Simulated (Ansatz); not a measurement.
In5⁺. Charge 1, multiplicity 3. Geometry PBE-D4/def2-SVP; atoms count from 1.

Cartesian coordinates in Å:
```
In 1.056 2.664 0.404
In 0.610 1.532 -2.379
In -0.413 -1.048 -1.126
In -1.277 -3.209 1.514
In 0.024 0.060 1.587
```

In the def2 sets In takes a core potential; there is no spin–orbit coupling. The structure comes from a short search, and lower isomers may exist.

(1) Estimate the Mulliken populations from the PBE0/def2-TZVP orbitals of Ansatz.

(2) Where does the spin sit?

(3) And the Mayer bond orders between bonded heavy atoms (over 0.3)?

Answers

(1) 
```tsv
atom	charge (e)	spin (α − β)
In1	0.23	0.41
In2	0.23	0.41
In3	0.04	0.57
In4	0.45	0.02
In5	0.04	0.58
```
Mulliken values and Mayer orders depend strongly on the basis.

(2) Summed by element: In 2.00, of 2 unpaired in all. Largest on single atoms: In5 0.58, In3 0.57, In2 0.41.

(3) In1–In2 0.62 (3.04 Å); In1–In5 0.64 (3.04 Å); In2–In3 0.64 (3.05 Å); In3–In5 0.73 (2.96 Å). Values over 0.3 also appear between atoms too far apart for a bond (In1–In3 0.37 at 4.28 Å; In2–In5 0.37 at 4.27 Å; In3–In4 0.33 at 3.52 Å; In4–In5 0.33 at 3.52 Å); they arise where an orbital or an unpaired electron spreads over both atoms.
